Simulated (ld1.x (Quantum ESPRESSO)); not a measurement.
Configuration tests for Yb (TM semilocal)

ytterbium (Yb), norm-conserving Troullier–Martins (semilocal form), made with ld1.x (Quantum ESPRESSO) 7.5 (revPBE, scalar-relativistic). Core [Kr] 4d10 4f13, reference 5s2 5p6 5d0 6s0 6p0 (charge +3). Waves: 5s (bound): rc 1.20 bohr; 5p (bound): rc 2.00 bohr; 5d (bound, empty): rc 1.85 bohr. Local part: the d channel. Core correction: Bessel-smoothed model core inside 1.00 bohr.

Energies are relative to the spin-unpolarised reference configuration 5s2 5p6 5d0 6s0 6p0; without spin polarisation the order of configurations can differ from experiment.

```csv
valence configuration,charge,ΔE all-electron (eV),error AE − PS (meV)
5s2 5p6 5d1 6s1 6p0,+1,-32.815,-31
5s2 5p6 5d1 6s0 6p0,+2,-19.862,-53
5s2 5p6 5d1 6s1.5 6p0,+0.5,-37.084,-26
5s2 5p6 5d1 6s0 6p1,+1,-28.726,+36
5s2 5p6 5d0 6s2 6p0,+1,-34.678,+93
5s2 5p5 5d1 6s2 6p0,+1,-3.655,+62
```

Q: What are ΔE and the potential's error for 5s2 5p6 5d1 6s2 6p0?

A: ΔE = -39.994 eV all-electron; the error (AE − PS) is -19 meV.

Levels in the configuration 5s2 5p6 5d0 6s2 6p0:

| level | all-electron (eV) | pseudo (eV) |
| --- | --- | --- |
| 5s | -68.220 | -67.888 |
| 5p | -39.732 | -39.457 |
| 6s | -10.851 | -10.849 |
